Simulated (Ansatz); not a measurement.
A made-up structure of SnSiH$_{5}$ (charge +1), singlet:

| atom | x (Å) | y (Å) | z (Å) |
| --- | --- | --- | --- |
| Si1 | -0.8279 | -0.6740 | -0.6308 |
| Sn2 | 0.9065 | 0.7078 | 0.7130 |
| H3 | -1.9268 | -0.9275 | 0.3220 |
| H4 | -0.0847 | -1.8674 | -1.0819 |
| H5 | 1.0023 | -0.6635 | -0.2871 |
| H6 | 0.5200 | 1.7472 | 2.0016 |
| H7 | 2.5749 | 0.7308 | 0.3870 |

It is relaxed with PBE-D4/def2-SVP and then PBE0-D4/def2-TZVP (Ansatz 0.2.0). Atoms count as bonded within 1.22 times the sum of their covalent radii (H–H: 0.88 Å). The end point is not checked to be a true minimum.

(1) Does its bonding change? (A judgement: the text doesn't fix the answer.)

## Answers

(1) By the calculation: Yes. Formed: Si1–H5; broken: Sn2–H5.

Where it ends: The first stage lowers the energy by 2.91 eV in 14 steps. It ends as SnSiH₅ ([SiH3][SnH2]), total charge +1:
```json
{"atom": "Si1", "x (Å)": "-0.3817", "y (Å)": "-1.0906", "z (Å)": "-0.1809"}
{"atom": "Sn2", "x (Å)": "1.0473", "y (Å)": "0.9283", "z (Å)": "0.5973"}
{"atom": "H3", "x (Å)": "-1.7747", "y (Å)": "-0.6892", "z (Å)": "0.0995"}
{"atom": "H4", "x (Å)": "-0.0403", "y (Å)": "-1.2653", "z (Å)": "-1.6066"}
{"atom": "H5", "x (Å)": "0.1394", "y (Å)": "-2.1537", "z (Å)": "0.7091"}
{"atom": "H6", "x (Å)": "0.6280", "y (Å)": "1.9603", "z (Å)": "1.8816"}
{"atom": "H7", "x (Å)": "2.5464", "y (Å)": "1.3636", "z (Å)": "-0.0762"}
```

Labels in which every atom is bracketed show which atoms are joined, not bond orders.

For scale, one of the runs: PBE0-D4/def2-TZVP relaxation, 117 basis functions, launched by `ansatz run in.yaml --threads 2 --pin off --events-out ev --progress --plain --max-ram 4352MiB`. Hardware: 2 CPU threads of an Intel Xeon, shared host. Wall time about 26 s.
